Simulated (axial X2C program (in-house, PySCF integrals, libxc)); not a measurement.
# Spin–orbit effects along a row: molecules with N (ions), PBE0

Computed with an axial X2C code built on PySCF integrals, spin-free (one-electron X2C) or two-component (2c: spin–orbit coupling with atomic mean-field Coulomb and Gaunt terms, which also bring small scalar terms), in Dyall basis sets with cores contracted in-house; open shells are unrestricted.

Basis sets: In dyall-v3z, Mo dyall-cv3z, N dyall-av3z, N dyall-v3z, Nb dyall-cv3z, Pd dyall-cv3z, Rb dyall-cv3z, Ru dyall-cv3z, Sr dyall-cv3z, Tc dyall-cv3z, Y dyall-cv3z, Zr dyall-cv3z.

```csv
molecule,spin-free state,Re (Å),ωe (cm⁻¹),De (eV),2c state,Re 2c (Å),ωe 2c (cm⁻¹),De 2c (eV)
RbN⁺,"M_S = 3/2, Λ = 0",3.307,74.2,0.06,Ω = 3/2,3.308,74.2,0.06
SrN⁺,"M_S = 1, Λ = 0",2.278,470.2,1.58,Ω = 1,2.278,470.3,1.58
YN⁺,"M_S = 1/2, Λ = 0",1.779,908.0,n/a,Ω = 1/2,1.779,908.1,n/a
ZrN⁺,"M_S = 0, Λ = 0",1.635,1133.6,5.95,Ω = 0,1.634,1133.8,n/a
NbN⁺,"M_S = 1/2, Λ = 2",1.602,1183.6,5.55,Ω = 3/2,1.602,1183.4,n/a
MoN⁺,"M_S = 1, Λ = 0",1.576,1194.4,4.73,Ω = 1,1.576,1194.6,4.73
TcN⁺,"M_S = 3/2, Λ = 0",1.592,1047.0,3.73,Ω = 3/2,1.591,1046.7,3.74
RuN⁺,"M_S = 0, Λ = 0",1.515,1327.3,4.62,Ω = 0,1.515,1326.1,n/a
PdN⁺,"M_S = 1, Λ = 0",1.757,642.5,1.64,Ω = 1,1.757,639.2,n/a
InN⁺,"M_S = 3/2, Λ = 0",2.837,102.0,0.12,Ω = 3/2,2.837,102.1,0.12
```

Fragments in 2c: Rb+ + N, Sr+ + N, Y+ + N, Zr+ + N, Nb+ + N, Mo+ + N, Tc+ + N, Ru+ + N, Pd+ + N, In+ + N. Each entry is the lowest single determinant of a limited PBE0 search at one distance. De goes to single-determinant-based atoms at the same level (for ions the charge split of lowest energy) and is withheld (n/a) where an atom does not fit its ground term or J level. Main or longest-lived isotopes. One determinant is a doubtful description, or other states lie close, for RbN⁺, SrN⁺, YN⁺, NbN⁺, MoN⁺, TcN⁺, PdN⁺, InN⁺; these need not be ground states, and all values refer to the states named. Some open-shell Ω = 0 determinants are out of reach, so the Ω given for SrN⁺, MoN⁺, PdN⁺ need not be the lowest component. With several unpaired electrons the Ω given is that of one determinant, not necessarily of the lowest component. The functionals have no current term, which raises determinants with orbital currents.
